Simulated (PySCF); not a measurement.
Electron correlation in N⁺ (nitrogen, charge +1)

[He] 2s2 2p1 3s1, high-spin 3P determinant (an excited configuration). Computed with PySCF 2.14 in aug-cc-pVQZ (6s5p4d3f2g, 80 functions), with the non-relativistic Hamiltonian (point nucleus). Frozen: 1s2; 4 electrons correlated.

MP2 pair energies summed by pair of shells (mhartree):

```json
{"pair": "2s-2s", "energy": "-34.86", "share (%)": "49.4"}
{"pair": "2s-2p", "energy": "-25.23", "share (%)": "35.8"}
{"pair": "2s-3s", "energy": "-8.61", "share (%)": "12.2"}
{"pair": "2p-3s", "energy": "-1.83", "share (%)": "2.6"}
```

Total MP2 correlation energy: -70.52 mhartree.

Same-spin part -7.78 and opposite-spin part -62.73 mhartree; SCS-MP2 scales them by 1/3 and 6/5 to -77.87 mhartree.
